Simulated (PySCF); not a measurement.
Bond curve of NaBr

Set-up: basis Na pcseg-1, Br pcseg-1; no relativity; PySCF 2.14. Energies in eV from Na + Br in their ground configurations at the same level. State: ¹Σ⁺ (singlet), closed shell.

Curves on a restricted Hartree–Fock reference rise too fast on stretching and do not dissociate correctly.

```tsv
R (Å)	revPBE	RHF-CCSD
2.164	-2.902	
2.264	-3.238	-3.152
2.365	-3.428	-3.355
2.441	-3.500	-3.433
2.516	-3.529	-3.465
2.591	-3.523	-3.461
2.692	-3.477	-3.413
2.818	-3.377	-3.309
2.969	-3.219	-3.141
3.170	-2.979
```

Task: Put a parabola through the three lowest points of the revPBE curve and estimate Re, k and ωe (reduced mass 17.8 u; 1 eV/Å² = 0.16022 mdyn/Å; ωe = 1302.8·√(k/μ) cm⁻¹).

Result: Through R = 2.441, 2.516, 2.591 Å the second-order coefficient is 3.11 eV/Å², so Re ≈ 2.541 Å, k ≈ 0.997 mdyn/Å and ωe ≈ 308 cm⁻¹. A polynomial fit of higher order to the unrounded revPBE energies gives Re = 2.539 Å, k = 0.868 mdyn/Å, ωe = 288 cm⁻¹; anharmonicity and rounding make the difference.

The higher-order fit for each curve: revPBE: Re = 2.539 Å, ωe = 288 cm⁻¹, De = 3.53 eV; RHF-CCSD: Re = 2.543 Å, ωe = 295 cm⁻¹, De = 3.47 eV.

Correlated steps freeze 10 core orbitals. Correlated levels converge slowly with the basis: in double zeta they bind strong bonds too weakly, by up to about 1 eV, and carry superposition errors of some tenths. Where the molecule has an RHF reference, its open-shell atoms are computed with UHF.
